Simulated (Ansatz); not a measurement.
`F/C=C/[SiH3]` + `BN[SiH2]Cl` → `BN([SiH3])[SiH2]Cl` + `C=CF` at 700 K and 1 bar (ligand exchange at the Si–C bond).

Computed with Ansatz on PBE0-D4/def2-TZVP structures; ΔE is electronic, products minus reactants. CCSD(T)/CBS is the MP2 limit (def2-TZVPP, def2-QZVPP) plus CCSD(T) − MP2 in def2-TZVPP, frozen cores. Each species was taken in one conformer, which may not be the lowest.

```tsv
species	CCSD(T)/CBS energy (Eh)	H − E (kJ/mol)	S (J/(mol·K))
`F/C=C/[SiH3]`	-467.94748	220.9	403.5
`BN[SiH2]Cl`	-831.46864	218.7	424.7
`BN([SiH3])[SiH2]Cl`	-1121.76437	283.4	518.7
`C=CF`	-177.66469	155.1	309.1
```

H − E and S are ideal-gas, rigid-rotor, harmonic terms from PBE0-D4/def2-TZVP, for one conformer and one mirror image of each species. 1 Eh = 2625.50 kJ/mol, R = 8.31446 J/(mol·K).

Task: By hand: ΔE, ΔH, ΔS and ΔG.

Result: ΔE = (-1121.76437) + (-177.66469) − (-467.94748) − (-831.46864) = -0.01294 Eh = -34.0 kJ/mol. Δ(H − E) = 283.4 + 155.1 − 220.9 − 218.7 = -1.1, so ΔH = -35.1 kJ/mol. ΔS = 518.7 + 309.1 − 403.5 − 424.7 = -0.4 J/(mol·K). ΔG = -35.1 − 700 × (-0.4)/1000 = -34.8 kJ/mol.

Task: By hand: the equilibrium constant, and the temperature at which ΔG would vanish if ΔH and ΔS stayed fixed.

Result: log₁₀ K = −ΔG/(RT ln 10) = 2.6. ΔG = 0 at ΔH/ΔS = 87750 K, far beyond where these terms or the molecules hold.

The number of gas molecules stays the same, so ΔS is small and ΔH decides. A doubt of 5 kJ/mol in ΔE shifts log₁₀ K by 0.4 here. Other conformers and mirror images would add mixing entropy, several J/(mol·K) or more a flexible species. Modes under 60 cm⁻¹, often nearly free rotors, make the harmonic entropy too high. These are equilibria of isolated gas molecules and say nothing of rates. Largest T1 diagnostic: 0.012 (customary marks: 0.02 for closed shells, 0.045 for open ones).
